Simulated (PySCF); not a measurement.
**NMR data sheet: C7H9N**

```yaml
Formula: C7H9N
SMILES: CCc1cccnc1
InChI: InChI=1S/C7H9N/c1-2-7-4-3-5-8-6-7/h3-6H,2H2,1H3
Point_group_of_the_computed_structure: C1
Degrees_of_unsaturation: 4
Carbon_signals: 7
Proton_signals: 6
```

Mapped SMILES: `[CH3:1][CH2:2][c:3]1[cH:4][cH:5][cH:6][n:7][cH:8]1`. Hydrogens are named by the atom that carries them.

- NMR shieldings at PBE0/pcSseg-1/GIAO
- GFN2-xTB structure
- code: PySCF
- non-relativistic Hamiltonian, averaged over atoms made equivalent by symmetry, fast rotation or ring inversion, gas phase, a single conformation

Referencing at the same level of theory: ¹H, ¹³C against TMS; NH3 for ¹⁵N.

```tsv
carbon	δC, type	δH (multiplicity)	HMBC from (2–3 bonds)	span of the C tensor (ppm)
C1	22.5, CH3	1.22 (t)	H(C2)	32
C2	32.1, CH2	2.63 (q)	H(C8), H(C4), H(C1)	30
C3	145.5, C	–	H(C8), H(C4), H(C5), H(C2), H(C1)	236
C4	140.9, CH	7.72 (d)	H(C8), H(C6), H(C5), H(C2)	233
C5	128.3, CH	7.37 (m)	H(C6), H(C4)	232
C6	153.2, CH	8.83 (d)	H(C8), H(C4), H(C5)	223
C8	155.4, CH	8.85 (s)	H(C6), H(C4), H(C2)	210
```

Other nuclei:
```csv
atoms,nucleus,environment,δ (ppm),σ (ppm)
N7,¹⁵N,pyridine-type ring nitrogen,363.0,-95.3
```

Carbon types of the structure: 1 × C, 4 × CH, 1 × CH2, 1 × CH3, which accounts for all hydrogens. δC 155.4, 153.2: aromatic CH next to a ring nitrogen; the adjacent pyridine-type nitrogen withdraws density from it. δC 145.5: substituted aromatic carbon. δC 140.9, 128.3: aromatic CH. δH 8.85, 8.83: hydrogen on an aromatic CH next to a ring nitrogen; ring current plus the neighbouring ring nitrogen. δH 2.63: hydrogen on an sp3 CH2 on an aromatic ring; benzylic-type position, deshielded by the ring.

Shifts are as computed. Against solution values, carbons near 30 ppm lie about +3 ppm off and those near 130 ppm about +5 ppm. Of 246 compounds with measured shifts, 49 miss one by over three times the rms of a fit or turn the order of signals round; such compounds aren't used in these exercises. Experimental scales use liquid or dissolved standards, which lie at an offset from isolated NH3 (liquid NH3: subtract about 20 ppm). Unscaled 15N shifts of sp2 nitrogen come out 20 to 40 ppm too high even then. No couplings were computed; multiplicities are counted from neighbouring protons, with m where these are inequivalent, close in shift, in a saturated or five-membered ring or joined by F or P, and br s for small geminal =CH2 splittings.
